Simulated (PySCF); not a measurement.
The vertical singlet excitations below were computed for one of the candidates. Level of theory: TDDFT wB97X-D/def2-SVPD, vertical, gas phase, core orbitals frozen in the response in PySCF. Geometries: PBE0-D3(BJ)/def2-SVP, one conformer each.

```tsv
state	λ (nm)	f
S1	176.4	0.280
S2	166.7	0.026
S3	159.8	0.0005
S4	151.0	0.013
S5	146.5	0.010
S6	145.2	0.0072
```

Question: Which structure fits?
A. `FC(F)[C@@]12CC[C@@H]1C2`
B. `FC(F)[C@@]12CCC[C@@H]1C2`
C. `F[C@@H]1CC=C[C@H](F)CC1`

Answer: C. Its S1, at 7.03 eV, is the lowest among the candidates; the nearest of the others has S1 at 8.03 eV. S1 is HOMO→LUMO (95%). Löwdin shares by element: HOMO carbon 80% or more (atoms not listed hold the other 20%); LUMO carbon 73% or more (atoms not listed hold the other 27%). At the same level the other candidates give, for their lowest levels:
- `FC(F)[C@@]12CCC[C@@H]1C2`: 151 nm (f 0.014); 145 nm (f 0.011); 144 nm (f 0.015); 139 nm (f 0.003); 139 nm (f 0.003); T1 8.14 eV; HOMO -9.98, LUMO 2.28 eV
- `FC(F)[C@@]12CC[C@@H]1C2`: 154 nm (f 0.008); 149 nm (f 0.027); 145 nm (f 0.076); 143 nm (f 0.008); 142 nm (f 0.013); HOMO -9.78, LUMO 2.34 eV
Triplets come from the Tamm–Dancoff approximation.
